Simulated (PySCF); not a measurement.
Energy of Ag⁺ (silver, charge +1) between two integer charges

The 4d beta orbital of [Kr] 4d10 is emptied in steps (occupation f), with all orbitals relaxed, ending at [Kr] 4d9. Calculation: PySCF 2.14, in aug-cc-pVTZ-PP with ECP28MDF (6s6p5d3f2g, 88 functions); scalar relativity through the core potential. The exact energy is a straight line in f; departures are measured from the line between the end points of the same method.

```tsv
f	B3LYP (eV)
1	0.000
0.75	-0.864
0.5	-1.163
0.25	-0.880
0	0.000
```

```
method  E(f=0) − E(f=1) (eV)  −ε at f=1 (eV)  −ε at f=0.5 (eV)
 B3LYP                21.675          17.111            21.634
```

Orbital energy along the path (eV):

```json
{"f": "1", "B3LYP": "-17.111"}
{"f": "0.75", "B3LYP": "-19.337"}
{"f": "0.5", "B3LYP": "-21.634"}
{"f": "0.25", "B3LYP": "-23.992"}
{"f": "0", "B3LYP": "-26.402"}
```

Reference removal energy between the ground levels: 21.484 eV (measured; NIST Atomic Spectra Database, ionization energies). The calculation has no spin-orbit coupling.
